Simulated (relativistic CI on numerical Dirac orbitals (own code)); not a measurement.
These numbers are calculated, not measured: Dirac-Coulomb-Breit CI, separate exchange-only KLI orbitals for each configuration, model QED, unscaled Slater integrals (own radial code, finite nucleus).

The strongest absorption lines from the ground level of an ion, among the configurations computed and to levels below about 2360 eV (vacuum wavelength in Å, gf): 5.5431 (0.71), 6.9091 (2.9), 6.9147 (1.9), 6.9271 (0.88), 6.9675 (0.59), 7.0767 (1.1), 7.1144 (1.6), 7.1288 (0.74).

Which ion is it?
A. Br²⁶⁺
B. Ga²²⁺
C. Br²⁴⁺
D. Y³⁰⁺

A. Br²⁶⁺ has 9 electrons and the ground level 2s²2p⁵ ²P°3/2; the strongest line goes to 2s²2p⁴3d ²D5/2. The pattern of lines fixes the number of electrons, and along that sequence the line energies rise steadily with the charge (about as its square where n changes within one kind of shell, about linearly where n is kept but much faster in heavy ions where fine structure, which grows about as Z⁴, sets the gap, and irregularly where shells cross), which fixes Z. Configurations outside the model, such as inner-shell arrays, can give stronger lines. At this charge energies of transitions that change n are usually good to better than 1 %, and those within a shell (Δn = 0) to a few per cent.

LS names give the leading component of a level, which can be under half, so a name can repeat, a term be missing and a line seem to break the LS rules.
